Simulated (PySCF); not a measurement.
CH6SSeSi, SMILES SC[SiH2][SeH], CAM-B3LYP/def2-SVP optimised geometry.

```
10

S      1.86     0.00     1.51
C      1.15    -0.75     0.00
Si    -0.74    -0.75     0.00
Se    -1.55     1.38     0.00
H      1.32    -0.86     2.39
H      1.55    -1.76    -0.15
H      1.51    -0.13    -0.83
H     -1.28    -1.39    -1.23
H     -1.20    -1.52     1.19
H     -0.67     1.76     1.11
```

Density from CAM-B3LYP/def2-TZVP run with PySCF at that geometry.

Minimum of the electron density along straight lines between bonded atoms, close to the bond critical point (lines longer than 1.1 times the sum of covalent radii, or with two minima, are not listed):

```json
[
 {"bond": "S1–C2", "length / Å": "1.827", "ρ at the minimum / e bohr⁻³": "0.176", "∇²ρ there / e bohr⁻⁵": "?", "position (fraction from the first atom)": "0.53"},
 {"bond": "C2–Si3", "length / Å": "1.888", "ρ at the minimum / e bohr⁻³": "0.121", "∇²ρ there / e bohr⁻⁵": "0.15", "position (fraction from the first atom)": "0.61"},
 {"bond": "Si3–Se4", "length / Å": "2.281", "ρ at the minimum / e bohr⁻³": "?", "∇²ρ there / e bohr⁻⁵": "-0.03", "position (fraction from the first atom)": "0.35"},
 {"bond": "S1–H5", "length / Å": "1.350", "ρ at the minimum / e bohr⁻³": "0.215", "∇²ρ there / e bohr⁻⁵": "-0.63", "position (fraction from the first atom)": "0.64"},
 {"bond": "C2–H6", "length / Å": "1.101", "ρ at the minimum / e bohr⁻³": "0.272", "∇²ρ there / e bohr⁻⁵": "-0.91", "position (fraction from the first atom)": "0.65"},
 {"bond": "C2–H7", "length / Å": "1.100", "ρ at the minimum / e bohr⁻³": "0.272", "∇²ρ there / e bohr⁻⁵": "-0.91", "position (fraction from the first atom)": "0.65"},
 {"bond": "Si3–H8", "length / Å": "1.488", "ρ at the minimum / e bohr⁻³": "0.122", "∇²ρ there / e bohr⁻⁵": "0.14", "position (fraction from the first atom)": "0.49"},
 {"bond": "Si3–H9", "length / Å": "1.490", "ρ at the minimum / e bohr⁻³": "0.123", "∇²ρ there / e bohr⁻⁵": "0.13", "position (fraction from the first atom)": "0.49"},
 {"bond": "Se4–H10", "length / Å": "1.471", "ρ at the minimum / e bohr⁻³": "0.175", "∇²ρ there / e bohr⁻⁵": "?", "position (fraction from the first atom)": "0.63"}
]
```

What belongs in the gaps?


- S1–C2, ∇²ρ there / e bohr⁻⁵: -0.28
- Si3–Se4, ρ at the minimum / e bohr⁻³: 0.093
- Se4–H10, ∇²ρ there / e bohr⁻⁵: -0.32
